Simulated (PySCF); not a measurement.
C₃H₇BN₂, SMILES C1=CB(NC1)N.

Geometry: ωB97X-D3(BJ)/def2-SVP. The structure was generated by enumeration, and PubChem lists no compound with its InChIKey, so it may never have been made. The values are those of a single conformer.

Level of theory: TDA-M06-2X/def2-SVPD run with PySCF.

Vertical excitations. Isolated molecule, no solvent. State labels are in the subgroup Cs.

```tsv
state	symmetry	energy (eV)	λ (nm)	f	main pairs
S1	A"	5.86	212	0.002	HOMO→LUMO 92 %
S2	A'	6.21	200	0.081	HOMO→LUMO+1 94 %
S3	A"	6.64	187	0.001	HOMO−1→LUMO 60 %, HOMO→LUMO+2 17 %
S4	A"	6.96	178	0.009	HOMO→LUMO+2 47 %, HOMO−1→LUMO 27 %
S5	A"	7.13	174	0.000	HOMO−3→LUMO+1 93 %
S6	A'	7.21	172	0.370	HOMO−1→LUMO+1 87 %
S7	A"	7.29	170	0.015	HOMO→LUMO+3 52 %, HOMO→LUMO+2 17 %, HOMO→LUMO+4 14 %
S8	A"	7.44	167	0.015	HOMO−1→LUMO+2 73 %
S9	A"	7.79	159	0.018	HOMO−1→LUMO+3 48 %, HOMO→LUMO+6 17 %, HOMO→LUMO+4 11 %
S10	A"	7.91	157	0.045	HOMO→LUMO+5 42 %, HOMO−2→LUMO 21 %, HOMO→LUMO+6 10 %, HOMO→LUMO+2 7 %
T1	A'	4.53	274	0	HOMO−1→LUMO+1 94 %
T2	A'	5.47	227	0	HOMO→LUMO+1 92 %
T3	A"	5.76	215	0	HOMO→LUMO 89 %
T4	A"	6.58	189	0	HOMO−1→LUMO 47 %, HOMO→LUMO+2 22 %, HOMO→LUMO+3 11 %
```
Triplets are in the Tamm–Dancoff approximation.
